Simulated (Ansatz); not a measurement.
```xyz
9

B     1.5236   -0.1808   -0.9049
C     0.3784   -0.7848   -0.0332
N    -0.5765   -0.0761    0.3786
B    -1.5807    0.7066    0.8031
H     2.4268   -0.8709   -1.2720
H     1.4743    0.9756   -1.1911
H     0.3752   -1.8457    0.2481
H    -1.4650    1.2667    1.8549
H    -2.5562    0.8094    0.1165
```

Total charge 0; spin multiplicity 1.

**Question.** List the CAM-B3LYP/def2-TZVPP orbital energies in eV (Ansatz). (Best estimate.)

**Answer.** Computed: Occupied: -392.54, -280.29, -186.23, -185.28, -27.52, -20.49, -17.05, -15.85, -13.38, -13.16, -12.94, -11.47, -10.09, -9.15. Lowest empty: -1.85, 1.04, 1.60, 2.05, 2.81, 2.95, 3.30, 3.54.
